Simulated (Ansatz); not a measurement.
Basis sets compared for Cd3⁺. The state is a doublet with charge 1. Geometry r2SCAN/def2-TZVP. Ansatz on 4 threads of Intel Xeon 6975P-C on a shared host; times are rough, and most runs start from earlier orbitals.

Cartesian coordinates in Å:
```
Cd -0.0110 0.0091 -0.0035
Cd 1.7021 2.2420 0.5243
Cd -1.6911 -2.2511 -0.5208
```

In the def2 sets Cd takes a core potential; there is no spin–orbit coupling. The structure comes from a short search, and lower isomers may exist.

| level | functions | energy (Eh) | HOMO (eV) | LUMO (eV) | wall time |
| --- | --- | --- | --- | --- | --- |
| PBE/def2-SVP | 93 | -502.9999 | -9.00 | -8.57 | 0.65 s |
| PBE0/def2-SVP | 93 | -502.9671 | -9.46 | -7.71 | 1.1 s |

Problem. Estimate the rows for PBE/def2-TZVP, PBE0/def2-TZVP.

Solution. 
```csv
level,functions,energy (Eh),HOMO (eV),LUMO (eV),wall time
PBE/def2-TZVP,120,-503.1267,-9.02,-8.59,0.75 s
PBE0/def2-TZVP,120,-503.0896,-9.48,-7.71,1.9 s
```
